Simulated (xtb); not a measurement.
C7H4N6, SMILES N1C2N3C(=NC=NC3=NC=1)C=CN=2. All values are semi-empirical tight-binding results from xtb (GFN2-xTB unless named), good for trends rather than for accurate numbers. The structure is a stationary point at GFN2-xTB.

- point group as xtb finds it = Cs
- orbital gap = 1.85 eV
- dipole moment = 2.77 D
- zero-point energy = 70.2 kcal/mol
- G − E(el) at 298.15 K (modified RRHO) = 48.9 kcal/mol
- static polarisability (D4 model) = 112.0 bohr³
- solvation energy, GFN2-xTB/ALPB(water) = -10.6 kcal/mol
- solvation energy, GFN2-xTB/ALPB(chcl3) = -11.7 kcal/mol

Computed IR lines (harmonic; lines under 4 % of the strongest left out, lines within 3 cm⁻¹ merged):
ν (cm⁻¹): 780 (w), 853 (w), 1093 (w), 1550 (m), 1556 (w), 1579 (vs), 1591 (vs) (against the strongest line: vs over 80 %, s over 45 %, m over 15 %, w over 4 %, vw less)
